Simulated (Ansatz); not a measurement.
`C[O][Al]([Cl])[Cl]` at its PBE0-D4/def2-TZVP geometry, where that method's forces vanish. Charge 0, multiplicity 1.

```xyz
8

C    -1.2931   -0.2221    0.2701
O    -0.0810   -0.5173   -0.3692
Al    1.4508    0.1329   -0.3922
Cl    1.9113    1.8158    0.7406
Cl    2.9046   -0.7568   -1.5686
H    -1.2192    0.6580    0.9180
H    -1.6050   -1.0748    0.8798
H    -2.0683   -0.0357   -0.4786
```

What forces (eV/Å) does r2SCAN-D4/def2-TZVPP give on these atoms in Ansatz? (Estimate.)

The calculation gave: 
```
C1  -0.275  0.060  0.140
O2   0.199 -0.096 -0.141
Al3  0.036  0.018  0.001
Cl4  0.002  0.036  0.027
Cl5  0.022 -0.024 -0.026
H6   0.002  0.001  0.000
H7   0.004  0.009 -0.009
H8   0.010 -0.004  0.008
```
